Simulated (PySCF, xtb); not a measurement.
MoCl3H3, SMILES [Cl][MoH3]([Cl])[Cl], multiplicity 1.

Harmonic wavenumbers (cm⁻¹) from GFN2-xTB (xtb) at its own minimum, in rising order: 120, 120, 164, 299, 299, 327, 477, 628, 628, 1067, 1067, 1079, 1773, 1791, 1791.

Question: What does PBE0-D3(BJ)/def2-SVP in PySCF give at its own minimum? (The exact figures need the calculation; the answer reports its results.)

Answer: 96, 96, 158, 360, 382, 430, 430, 604, 604, 938, 939, 1143, 2119, 2119, 2141. Paired by order, the mean absolute difference is 116 cm⁻¹ and the zero-point energies are 16.6 and 18.0 kcal/mol.
